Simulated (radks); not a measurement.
Task: All-electron atom: Ta12+ in [Kr] 4d10 4f(5/2: 6, 7/2: 5) 5s2 5p(1/2: 2, 3/2: 0) (not the ground configuration). Calculated with a radial shooting solver on a logarithmic mesh with Libxc functionals: Dirac Kohn-Sham, PBE, spin-unpolarised, spherical densities, finite nucleus; Fermi nuclear charge, rms radius 5.3507 fm. Some entries of the table are withheld. Estimate them.

| orbital | occ. | eigenvalue (Ry) | <r^2> (bohr^2) | r(max) (bohr) |
|---|---|---|---|---|
| 1s1/2 | 2 | -4961.110 | 0.0004789 | 0.01168 |
| 2s1/2 | 2 | -866.7881 | 0.007318 | 0.06705 |
| 2p1/2 | 2 | -829.3315 | 0.005233 | (1) |
| 2p3/2 | 4 | -735.9810 | 0.006437 | (2) |
| 3s1/2 | 2 | -212.4957 | 0.04785 | 0.1889 |
| 3p1/2 | 2 | -195.8159 | 0.04396 | 0.1770 |
| 3p3/2 | 4 | -175.7133 | 0.05057 | 0.1908 |
| 3d3/2 | 4 | -147.4966 | (3) | 0.1497 |
| 3d5/2 | 6 | -143.1186 | (4) | 0.1535 |
| 4s1/2 | 2 | -57.27134 | 0.2344 | 0.4282 |
| 4p1/2 | 2 | -50.36560 | 0.2413 | 0.4280 |
| 4p3/2 | 4 | -45.63972 | 0.2751 | 0.4567 |
| 4d3/2 | 4 | (5) | 0.2957 | 0.4530 |
| 4d5/2 | 6 | (6) | 0.3076 | 0.4620 |
| 5s1/2 | 2 | -20.43154 | 1.072 | 0.9298 |
| 4f5/2 | 6 | -19.01714 | 0.3723 | 0.4253 |
| 4f7/2 | 5 | -18.84304 | 0.3798 | 0.4296 |
| 5p1/2 | 2 | -18.04329 | 1.195 | 0.9740 |
| 5p3/2 | 0 | -17.01861 | 1.330 | 1.032 |

Result: 
(1) 2p1/2 r(max) (bohr): 0.04993
(2) 2p3/2 r(max) (bohr): 0.05666
(3) 3d3/2 <r^2> (bohr^2): 0.03930
(4) 3d5/2 <r^2> (bohr^2): 0.04112
(5) 4d3/2 eigenvalue (Ry): -34.24705
(6) 4d5/2 eigenvalue (Ry): -33.36071
